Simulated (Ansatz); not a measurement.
Swapping H for Cl on Ge: the atomisation energy

On one Ge centre that keeps Br, n of the H ligands are replaced by Cl. The atomisation energy (no zero-point term) y in kJ/mol at CCSD(T)/def2-TZVPP. Shapes: PBE0-D4/def2-TZVP. Programs: Ansatz 0.2.0.

| molecule | n | y (kJ/mol) |
| --- | --- | --- |
| GeH3Br | 0 | 1224 |
| GeH2BrCl | 1 | 1257 |
| GeHBrCl2 | 2 | ? |
| GeBrCl3 | 3 | 1314 |

Question: Fit y = c + s·n to the known rows and predict GeHBrCl2.

Answer: 
1. Means of the 3 rows: n = 1.33333, y = 1265.0.
2. Σ(Δn)² = 4.6667, Σ(Δn·Δy) = 139, so the slope is 139/4.6667 = 29.786.
3. Intercept: 1265.0 − (29.786) × 1.33333 = 1225.3. The largest residual of the fit is 1.9.
4. GeHBrCl2: 1225.3 + (29.786) × 2 = 1285 kJ/mol.

The run gave 1288 kJ/mol, so the prediction is off by -3 kJ/mol, more than the largest residual. The step per swap changes from +33 to +26 kJ/mol along the series, so a line misses the bend: the ligands act on one another. The slope is only an average step. Other levels give for GeHBrCl2: PBE-D4/def2-TZVPP 1338; wB97X-V/def2-TZVPP 1331; CCSD(T)/def2-SVP 1196 kJ/mol. At 2 other levels on record the series doesn't rise at every step. Spin-orbit coupling of the free atoms (H 0, Cl 4 kJ/mol each; the atoms kept shift only the intercept) is left out. Coupled cluster in double- or triple-zeta sets underbinds by a few per cent against its basis-set limit. Relativity is left out for Br, Ge. Outer-core shells of Br, Ge are correlated, in sets that cover them unevenly.
